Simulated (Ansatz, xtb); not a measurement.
FGa2H5Si: where a starting geometry ends

The starting geometry of this gas-phase singlet was built from a drawn formula by distance geometry; its bonds are those of `F[SiH]([GaH2])[GaH2]`.

```xyz
9

F    -1.4158   -3.2353   -0.4171
Ga    0.6094   -2.1685    1.6541
Ga   -1.0380    0.3247   -0.0617
Si   -1.5541   -1.8006    0.4493
H    -2.7183   -1.8815    1.3270
H     0.6314   -1.5746    3.0372
H     1.8137   -1.5076    0.7468
H    -1.3588    1.0092    1.4393
H     0.4472    0.7543   -0.1914
```

Question: Predict what it relaxes into with r2SCAN-D4/def2-SVP.

Answer: It keeps its bonds, and is `F[SiH]([GaH2])[GaH2]`.

The energy falls by 1.91 eV over 16 steps:

```
step  E − E(last) (eV)
   1             1.908
   3             0.532
   4             0.399
   6             0.215
   8             0.091
   9             0.063
  11             0.014
  13             0.001
  14             0.001
  16             0.000
```

Final geometry (Å):

| atom | x (Å) | y (Å) | z (Å) |
| --- | --- | --- | --- |
| F | -0.9650 | -2.5373 | -0.8854 |
| Ga | 0.7501 | -2.3102 | 1.9953 |
| Ga | -1.2087 | 0.6571 | 0.1255 |
| Si | -1.0542 | -1.7037 | 0.5329 |
| H | -2.3326 | -2.1174 | 1.2117 |
| H | 0.7716 | -1.7321 | 3.4538 |
| H | 1.9313 | -3.2225 | 1.5197 |
| H | -1.4237 | 1.6256 | 1.3412 |
| H | -1.0519 | 1.2609 | -1.3113 |

From the same start GFN2-xTB ends elsewhere, differing in F1–Ga2 (2.07 against 3.36 Å here), F1–Ga3 (2.09 against 3.36 Å here), F1–Si4 (2.61 against 1.65 Å here).

No frequencies were run, so the end isn't proven a minimum. Run with Ansatz 0.2.0, 25 s on 2 threads of Intel(R) Xeon(R) 6975P-C (Granite Rapids), with other jobs on the host.
